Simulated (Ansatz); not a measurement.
The cluster HfO2, relaxed as a singlet with RKS B3LYP-D4/def2-TZVP in Ansatz, starting from the GFN1-xTB geometry. Force threshold 0.02 eV/Å.

In the def2 sets Hf takes a core potential; there is no spin–orbit coupling. The structure holds 1 bond(s) between oxygen atoms. The restricted singlet is unstable towards broken spin symmetry in Hartree–Fock (as tested in another run); at B3LYP-D4/def2-TZVP this wasn't settled. No other spin state of charge 0 was run. Another isomer (singlet) lies 3.10 eV lower at PBE0-D4/def2-TZVP; other spin states weren't run for this one.

Start:

Cartesian coordinates in Å:
```
Hf 1.1183 0.1332 0.2621
O -0.3880 -0.6028 -0.5846
O -0.7304 0.4696 0.3225
```

Question: Estimate the energy that the relaxation releases and the steps that it takes.

Answer: 5.8 kJ/mol, in 4 steps; 3.8 s on 4 threads of Arm Neoverse V2 on a shared host. No frequencies were taken in this run, so the end may be a saddle point.

Question: Does the start keep its bonding and symmetry?

Answer: By distances, no bond broke or formed. The bond that changes most is O2–O3, from 1.45 to 1.49 Å (atoms count from 1). Point group C2v at the start, C2v at the end, both within 0.05 Å.

Question: Predict the relaxed structure.

Answer: 
Cartesian coordinates in Å:
```
Hf 1.140 0.136 0.267
O -0.394 -0.620 -0.601
O -0.745 0.484 0.333
```
Bond lengths: 2 × Hf–O 1.92 Å; 1 × O–O 1.49 Å.
